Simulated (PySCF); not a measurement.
[CoBr3]- holds Co(II), d7, at total charge -1. The structure is a model geometry with rigid ligands and bond lengths from ionic radii, not a minimum; coordination trigonal planar, point group D3h, metal–donor distances 2.42 Å.

Method (PySCF 2.14, density fitting): CASSCF(7,5) with orbitals averaged over all microstates of the shell, strongly contracted NEVPT2 on the averaged canonical orbitals; basis x2c-TZVPall on the metal, x2c-SVPall elsewhere; spin-free X2C; gas phase; spin-orbit coupling by state interaction with the mean-field operator over all roots.

CASSCF energies above the lowest CASSCF root:

| state | CASSCF / cm⁻¹ |
| --- | --- |
| 4A2' | 0 |
| 4E'' | 476 |
| 4E' | 1760 |
| 4A1'' | 2626 |
| 4A2'' | 2668 |
| 4E'' | 17987 |
| 2E' | 18141 |
| 2A2'' | 18628 |
| 2A1'' | 18728 |
| 2E' | 19351 |
| 2E'' | 19824 |
| 2A1' | 19921 |
| 2E'' | 21823 |
| 4A2' | 22893 |
| 2E'' | 24078 |
| 2A2' | 24105 |
| 2E' | 24342 |
| 2A1'' | 25675 |
| 2A2'' | 25766 |
| 2A1' | 26279 |
| 2E' | 26627 |
| 2E' | 28324 |

**Question.** How does dynamic correlation (SC-NEVPT2) move these states?

**Answer.** 
```
state  NEVPT2 / cm⁻¹  shift / cm⁻¹
 4A2'              0             0
 4E''            632          +156
  4E'           2447          +686
4A1''           3606          +981
4A2''           3642          +974
 4E''          15267         -2720
  2E'          16848         -1294
2A2''          17558         -1070
2A1''          17649         -1079
  2E'          18466          -885
 2E''          19079          -745
 2A1'          19137          -784
 2E''          19480         -2343
 4A2'          21941          -952
 2E''          20149         -3929
 2A2'          20158         -3947
  2E'          22986         -1356
2A1''          24702          -973
2A2''          24795          -971
 2A1'          23497         -2782
  2E'          25790          -837
  2E'          25840         -2485
```

The geometry is a model, and the complex may not exist in this form. NEVPT2 lifts 4A1'' from 2626 to 3606 cm⁻¹; on the d shell alone such lifts tend to overshoot. Gaps between spin states lean to high spin in this active space.
